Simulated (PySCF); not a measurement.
## Polarisability and C₆ of K+ (potassium, charge +1)

[Ar], closed-shell 1S. Calculation: PySCF 2.14, in ANO-RCC-VTZP; scalar relativity by spin-free X2C-1e. Coupled (time-dependent) response in atomic units; α is the mean over directions. The basis has no added diffuse functions, which lowers α and C₆.

```
method  mean α (bohr³)  C₆ (like pair)  S(−4)
   UHF           4.809           20.40  3.822
   PBE           4.990           21.33  4.382
  PBE0           4.915           20.94  4.140
  BP86           4.973           21.23  4.323
M06-2X           4.887           20.43  4.211
```

S(−4) is the Cauchy moment in α(ω) = α(0) + S(−4) ω² + …

α(iu) at PBE0:

```tsv
u (hartree)	α(iu) (bohr³)
0	4.915
0.0500	4.904
0.100	4.874
0.200	4.756
0.300	4.575
0.500	4.091
0.750	3.415
1.00	2.791
1.50	1.855
2.00	1.273
3.00	0.6808
5.00	0.2805
```

A single London oscillator, α(iu) = α/(1 + u²/ω²), gives C₆ = (3/4) ω α². Matching the computed C₆ needs ω = 4 × 20.94 / (3 × 4.915²) = 1.16 hartree.

For an ion, C₆ is the dispersion term alone; charge-induced terms of lower order in 1/R come first.
